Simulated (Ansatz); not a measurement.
System: SnBr, charge 0, doublet. SnBr (SMILES [Br][Sn], doublet).
B3LYP-D3(BJ)/def2-TZVP minimum from Ansatz (an electronic-structure program):
```
Sn
Br 1 2.5465
```
Charge 0, spin multiplicity 2.

Quantity: atomisation energy (electronic, to ground-state atoms), in kJ/mol. Radicals and triplets start from unrestricted determinants; spin-orbit coupling is neglected. Correlated methods leave the cores frozen (noble-gas shells, and filled d and f shells in the p block). Past Kr the def2 sets carry scalar-relativistic core potentials. CBS(X,Y): correlation extrapolated as X^-3, Hartree-Fock from the larger set. A bracket is a step between two methods taken in the basis named. Spin-orbit terms, left out, reach several kcal/mol for Br and I, and more for heavier atoms. The spin of BrSn ([Br][Sn], doublet) was assumed, and the state is the lowest solution found for it.

CCSD(T)/CBS(def2-TZVPP,def2-QZVPP) + [CCSDT(Q) - CCSD(T)]/def2-QZVPP + [CCSDTQ - CCSDT(Q)]/def2-SVP (Ansatz) gives 341.2 kJ/mol.

Q: What does PBE/def2-TZVPD (Ansatz) give here, and how do the other levels compare?

A: PBE gives 358.2 kJ/mol, 17.0 kJ/mol above it. Differences of the others: B3LYP/def2-TZVPD (Ansatz) -3.1; PBE0/def2-TZVPD (Ansatz) 2.6; wB97M-V/def2-TZVPD (Ansatz) -4.7; B2PLYP/def2-TZVPD (Ansatz) -5.7; CCSD(T)/CBS(def2-TZVPP,def2-QZVPP) (Ansatz) -0.5 kJ/mol.
